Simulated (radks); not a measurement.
Values are calculated unless marked as measured or tabulated.
Q: These are the eigenvalues of the occupied orbitals of an atom or ion with whole-number occupations (eV). Code: a radial shooting solver on a logarithmic mesh with Libxc functionals. Model: scalar-relativistic Kohn-Sham, LDA (Slater exchange, Perdew-Wang correlation), spin-unpolarised, spherical densities, finite nucleus; Fermi nuclear charge, rms radius of each element as measured or else 0.836 A^(1/3) + 0.57 fm.

orbital  eigenvalue
1s        -35834.28
2s        -5685.303
2p        -5110.891
3s        -1240.349
3p        -1055.407
3d        -783.0798
4s        -292.9319
4p        -233.5370
4d        -146.8060
5s         -91.9397
5p         -75.5162

Which element is it, and in what charge state? The configuration may be excited.

A: Z = 55, caesium, charge +6: Cs6+ in [Kr] 4d10 5s2 5p1. The list shows which subshells hold electrons but not how many an open one holds; the 1s level, -1316.9 hartree, gives Z - s = 51.3 by -(Z - s)^2/2, which with screening and relativity narrows Z to a few neighbours, and the depths of the outer levels then fix element, charge and occupations together.
